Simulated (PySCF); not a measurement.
# Checking a proposed structure

A compound C5H7FO3Si gives the data below (simulated from a calculation) and was assigned the structure `C=C1[C@@H](C(=O)O)[C@@H]1O[SiH2]F`.

13C{1H} NMR (computed): δ 189.1 (C), 165.6 (C), 130.8 (C), 54.9 (CH3), 16.6 (CH2).

1H NMR (400 MHz, computed): δ 6.07 (br s, 1H), 5.45 (m, 1H), 4.03 (s, 3H), 1.76 (m, 1H), 1.61 (m, 1H).

Calculated, not measured (PySCF 2.14): geometry from GFN2-xTB, shielding tensors at PBE0/pcSseg-1 (GIAO). Relativity neglected, one conformer, no solvent, rapidly exchanging positions averaged.

Referencing at the same level of theory: 1H and 13C against TMS.

**Question.** Compare with the shifts computed for the proposed structure, pairing carbons in order of shift.

**Answer.** Atom-mapped SMILES (the numbers label the heavy atoms): `[CH2:1]=[C:2]1[C@@H:3]([C:4](=[O:5])[OH:6])[C@@H:7]1[O:8][SiH2:9][F:10]`. Hydrogens are named by the atom that carries them.

| atom | computed for proposal | given list | difference |
| --- | --- | --- | --- |
| C4 | 176.3 | 189.1 | -12.8 |
| C2 | 144.2 | 165.6 | -21.4 |
| C1 | 116.1 | 130.8 | -14.7 |
| C7 | 55.7 | 54.9 | +0.8 |
| C3 | 29.4 | 16.6 | +12.8 |

The rms difference is 14.2 ppm and the largest -21.4 ppm at C2 (fully substituted alkene carbon). The carbon types in order of shift don't match either: C, C, CH2, CH, CH for the proposal against C, C, C, CH3, CH2 in the data. The proposal doesn't fit.

**Question.** Which isomer fits?

**Answer.** `CO[Si@@H]1CC(C(=O)O)=C1F`.

Carbon types of the structure: 3 × C, 1 × CH2, 1 × CH3, leaving 2 H on heteroatoms. δC 189.1: β carbon of a C=C–C=O unit; conjugation with the carbonyl draws π density from the β position. δC 165.6: carboxylic acid carbon; it is a carbonyl in resonance with an O or N lone pair, the region of acids, esters and amides. δC 130.8: α carbon of a C=C–C=O unit; the olefinic region. δC 54.9: methyl carbon bonded to O; deshielded by the electronegative neighbour.

The shifts were computed for this structure.

OH and NH positions are those of a molecule without intermolecular hydrogen bonds; in solution they move with solvent, concentration and temperature, and exchange usually removes their couplings. Splittings by 19F in the carbon and heteronuclear signals aren't shown, as no couplings were computed. Shifts are as computed. Against solution values, carbons near 30 ppm lie about +3 ppm off and those near 130 ppm about +5 ppm. Of 1211 compounds with measured shifts, 218 miss one by over three times the rms of a fit or turn the order of signals round; such compounds aren't used in these exercises. The C=O carbon of an acid or of an amide with N–H lies up to 10 ppm further downfield in solution, through hydrogen bonding that the calculation lacks. Multiplicities follow the n + 1 count of equivalent neighbours, as no J values were calculated; m marks all less simple cases, F and P coupling included.
